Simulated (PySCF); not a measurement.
Excitations are Tamm–Dancoff values on a coarser integration grid. The basis has no diffuse functions, so Rydberg states are missing or too high.

Cartesian coordinates (Å):
SMILES: B(N(C)C)(N(C)C)N(C)C
```xyz
28

C      2.1024     0.5832    -1.3465
N      1.4114    -0.1466    -0.3088
C      2.2657    -1.0377     0.4414
B      0.0000     0.0001    -0.0469
N     -0.6412     1.2778    -0.2432
C      0.0242     2.5392    -0.0133
C     -2.0088     1.4155    -0.6876
N     -0.7701    -1.1309     0.4113
C     -1.8886    -1.0102     1.3175
C     -0.4949    -2.4901     0.0068
H      2.8676     1.2794    -0.9456
H      2.6298    -0.1071    -2.0351
H      1.3896     1.1676    -1.9428
H      2.6821    -1.8579    -0.1791
H      1.7107    -1.4890     1.2741
H      3.1304    -0.4927     0.8704
H     -0.5465     3.1661     0.7009
H      0.1415     3.1384    -0.9398
H      1.0220     2.3733     0.4134
H     -2.6633     1.8860     0.0748
H     -2.0706     2.0495    -1.5949
H     -2.4302     0.4335    -0.9388
H     -1.9892     0.0261     1.6653
H     -2.8509    -1.3129     0.8553
H     -1.7487    -1.6520     2.2103
H      0.2975    -2.5103    -0.7527
H     -1.3947    -2.9643    -0.4339
H     -0.1773    -3.1343     0.8525
```
Charge 0, spin multiplicity 1.

Problem. What is the computed total energy, T1 excitation (TDA), HOMO–LUMO gap, S1–T1 gap (TDA), HOMO, S1 excitation (TDA), S1 oscillator strength and LUMO (PBE-D3(BJ)/def2-TZVP // B3LYP-D3(BJ)/def2-SVP (PySCF))?

Solution. 
```
Property                      Result
----------------------  ------------
total energy            -428.2515 Ha
T1 excitation (TDA)          4.59 eV
HOMO–LUMO gap                4.64 eV
S1–T1 gap (TDA)              0.06 eV
HOMO                        -4.60 eV
S1 excitation (TDA)          4.65 eV
S1 oscillator strength         0.003
LUMO                         0.04 eV
```
